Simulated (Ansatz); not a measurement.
Ideal-gas functions of `[OH][Zn][SiH3]` at 800 K and 1 bar, from an Ansatz frequency run at PBE0-D4/def2-TZVP.

Molar mass 113.51 g/mol, point group C1 (symmetry number 1), electronic degeneracy 1, moments of inertia 6.511, 220.967, 221.642 u Å². Harmonic wavenumbers (cm⁻¹, unscaled): 24, 114, 118, 323, 460, 465, 653, 698, 861, 940, 941, 2207, 2215, 2218, 3920.

Use S(trans) = R[1.5 ln M + 2.5 ln T − 1.1517]; rotational temperatures θ = 24.2544 K / I; S(rot) = R[ln(√π/σ · √(T³/θAθBθC)) + 1.5]; for each mode x = 1.438777 ν̃/T, S = R[x/(eˣ − 1) − ln(1 − e⁻ˣ)] and H = RT x/(eˣ − 1); 1 cm⁻¹ = 0.0119627 kJ/mol; R = 8.31446 J/(mol·K).

Question: By hand: the entropy, in J/(mol·K).

Answer: Translation 188.4. Rotation: θ = 3.7251, 0.1098, 0.1094 K, giving 113.5. Vibration, mode by mode: 34.45, 21.50, 21.22, 12.95, 10.12, 10.04, 7.44, 6.95, 5.46, 4.87, 4.87, 0.79, 0.78, 0.78, 0.06, in all 142.3. Electronic 0.0. Sum 444.2 J/(mol·K).

Question: By hand: H − E and G − E in kJ/mol, counted from the electronic energy.

Answer: Zero-point energy ½ × 16157 × 0.0119627 = 96.6; thermal vibration 48.1; translation, rotation and pV give 4 RT = 26.6. H − E = 171.3 kJ/mol, and G − E = 171.3 − 800 × 444.2/1000 = -184.1 kJ/mol.

Vibration gives 32 % of the entropy, 77.2 J/(mol·K) of it from the modes under 150 cm⁻¹: soft modes count most, and the harmonic formula is weakest for them. The sum counts one conformer and one mirror image; others add a mixing term.
